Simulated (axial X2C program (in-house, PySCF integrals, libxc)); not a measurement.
# Levels of LiHf by electron attachment to LiHf⁺ (EOM-EA-CCSD)

Calculated with an in-house all-electron X2C program for linear molecules (integrals from PySCF): two-component X2C with atomic mean-field Coulomb and Gaunt terms, Gaussian nuclei, basis Hf dyall-acv3z, Li dyall-acv3z with contracted cores.

R = 2.859 Å (near the PBE0 minimum at charge 0 of the determinant lowest at the starting distance; the state shown can have its own minimum elsewhere).

Hartree–Fock spinors of LiHf⁺ (one of each Kramers pair; a window near the gap, which can cut inner shells):

```
  ω  occupied  ε (eV)                     character
1/2       yes  -11.75  48% Hf s, 18% Li p, 18% Li s
1/2       yes  -11.47   79% Hf d, 12% Hf s, 4% Li p
1/2        no   -3.91   51% Hf p, 27% Li s, 9% Li p
1/2        no   -3.40   55% Hf p, 34% Li p, 4% Li d
3/2        no   -3.26   44% Hf p, 43% Li p, 9% Hf d
1/2        no   -2.65  37% Li p, 19% Li s, 17% Hf p
3/2        no   -2.58   84% Hf d, 12% Hf p, 2% Li d
3/2        no   -2.24   75% Hf d, 15% Hf p, 7% Li p
```

Levels of LiHf obtained by attaching an electron to LiHf⁺:

```csv
Ω,binding energy (eV),above lowest (cm⁻¹),attached spinor,one-particle weight
1/2,4.515,0,"47% Hf pσ, 23% Li sσ, 9% Hf dπ",0.92
3/2,4.389,1011,"63% Hf dδ, 24% Hf dπ, 8% Li pπ",0.85
1/2,4.079,3512,"50% Hf pπ, 30% Li pπ, 9% Hf dσ",0.91
3/2,3.968,4409,"31% Hf dδ, 26% Li pπ, 22% Hf dπ",0.89
5/2,3.901,4946,98% Hf dδ,0.84
3/2,3.579,7545,"52% Hf pπ, 35% Hf dπ, 8% Li pπ",0.86
1/2,3.513,8081,"35% Hf dπ, 28% Hf dσ, 13% Hf pπ",0.86
1/2,3.076,11604,"36% Li pσ, 19% Hf pσ, 17% Li sσ",0.91
```

(1) Take the first Ω = 1/2 and Ω = 3/2 rows of π character: how far apart are they, and which lies lower?

This point took 20 s on 1 thread of Arm Neoverse V1 (shared host).

Reference electrons by ω block (each with its −ω partner): 1/2: 22, 3/2: 10, 5/2: 4, 7/2: 1. 12 electrons of LiHf⁺ correlated (inner shells frozen), 92 natural virtual spinors (a truncated set); levels can be off by some tenths of an eV. Roots sought by Ω: (1/2: 5, 3/2: 4, 5/2: 2, 7/2: 1); rows need 60 % one-particle weight and stop where some Ω has no more roots. Missing are any skipped roots, higher Ω and states of a further excitation; these come out far too high here and may in truth be low or lowest. T1 of the reference 0.025 (Lee–Taylor). The reference was not checked to be the lowest state of its species. Number of frozen shells: Hf 4 s, 3 p, 2 d, 1 f; Li 1 s.

Answers

(1) E(3/2) − E(1/2) = 7545 − 3512 = 4033 cm⁻¹ at EOM-EA-CCSD: regular, Ω = 1/2 lower. Splittings at this level can be off by ten to twenty per cent.
